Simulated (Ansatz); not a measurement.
`FC[B](Cl)[GaH2]` + CH₃OH → `C[O][GaH2]` + `FCBCl`  (cleavage of the Ga–B bond)

Gas-phase electronic energies from Ansatz, PBE0-D4/def2-TZVP geometries. CCSD(T)/CBS is the MP2 limit (def2-TZVPP, def2-QZVPP) plus CCSD(T) − MP2 in def2-TZVPP, frozen cores. This one scheme is used for every species. Functionals use def2-TZVPP. B3LYP here is the variant with VWN-RPA as its local correlation; programs differ in this. HSE06 is defined as in plane-wave codes. For Ga outer-core shells are correlated without core-valence functions, which leaves a few kJ/mol of doubt a bond. Scalar relativity is left out up to krypton. Each species was taken in one conformer, which may not be the lowest.

| level | ΔE (kJ/mol) | difference from CCSD(T)/CBS |
| --- | --- | --- |
| LDA (SPW92) | -70.6 | 0.6 |
| PBE-D4 | -65.7 | 5.5 |
| revPBE-D4 | -65.1 | 6.1 |
| BLYP-D4 | -76.5 | -5.3 |
| r2SCAN-D4 | -76.0 | -4.8 |
| B97M-V | -78.4 | -7.2 |
| PBE0-D4 | -64.6 | 6.6 |
| B3LYP-D4 | -75.0 | -3.8 |
| r2SCANh-D4 | -74.7 | -3.5 |
| r2SCAN0-D4 | -73.0 | -1.8 |
| HSE06-D4 | -64.6 | 6.6 |
| BHLYP-D4 | -75.6 | -4.4 |
| CAM-B3LYP-D4 | -79.2 | -8.0 |
| ωB97X-V | -74.9 | -3.7 |
| ωB97M-V | -73.0 | -1.8 |
| B2PLYP | -81.4 | -10.2 |
| PBE-QIDH | -73.0 | -1.8 |
| revPBE | -66.0 | 5.2 |
| BLYP | -79.6 | -8.4 |
| r2SCAN | -76.5 | -5.3 |
| PBE0 | -66.4 | 4.8 |
| r2SCAN0 | -73.7 | -2.5 |
| HSE06 | -66.4 | 4.8 |
| CAM-B3LYP | -81.2 | -10.0 |
| LC-ωPBE | -70.6 | 0.6 |
| RPA@PBE/def2-TZVPP | -75.9 | -4.7 |
| HF/def2-SVP | -84.3 | -13.1 |
| MP2/def2-SVP | -90.7 | -19.5 |
| CCSD/def2-SVP | -84.7 | -13.5 |
| CCSD(T)/def2-SVP | -85.7 | -14.5 |
| HF/def2-TZVPP | -84.0 | -12.8 |
| MP2/def2-TZVPP | -81.1 | -9.9 |
| SCS-MP2/def2-TZVPP | -83.1 | -11.9 |
| CCSD/def2-TZVPP | -75.3 | -4.1 |
| CCSD(T)/def2-TZVPP | -75.7 | -4.5 |
| HF/def2-QZVPP | -85.9 | -14.7 |
| MP2/def2-QZVPP | -79.2 | -8.0 |
| HF/CBS(def2) | -86.1 | -14.9 |
| MP2/CBS(def2) | -76.6 | -5.4 |
| CCSD/CBS(def2) | -70.8 | 0.4 |
| CCSD(T)/CBS | -71.2 | 0 |

Largest T1 diagnostic among the species: 0.015.

The D4 term adds +3.1 kJ/mol with B3LYP and +1.8 kJ/mol with PBE0; it sums over pairs of atoms, weighted by their polarisabilities, and B3LYP, whose exchange is more repulsive, gets the larger term. At CCSD(T), def2-SVP lies −14.5 kJ/mol from the extrapolated value and def2-TZVPP −4.5 kJ/mol. Leaving LDA and LC-ωPBE aside and taking each functional with its dispersion term where it has one, the values spread over 16.8 kJ/mol, from B2PLYP to HSE06-D4. LDA lies −3.1 kJ/mol from PBE without D4.
